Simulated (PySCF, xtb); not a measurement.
Ge(H)(F)(NH2)2 (FGeH5N2), SMILES [NH2][GeH]([NH2])[F]. One conformer was computed; it need not be the lowest.

Harmonic wavenumbers (cm⁻¹) from GFN2-xTB (xtb 6.7.1) at its own minimum, in rising order: 157, 176, 190, 212, 229, 450, 505, 536, 609, 627, 660, 687, 768, 796, 1469, 1476, 1943, 3429, 3437, 3463, 3471.

### Question
What does PBE-D3(BJ)/def2-SVP run with PySCF give at its own minimum? (The exact figures need the calculation; the answer reports its results.)

### Answer
134, 195, 211, 248, 311, 509, 524, 659, 668, 696, 709, 736, 875, 886, 1487, 1491, 2074, 3453, 3460, 3552, 3563. Paired by order, the mean absolute difference is 57 cm⁻¹ and the zero-point energies are 36.2 and 37.8 kcal/mol.
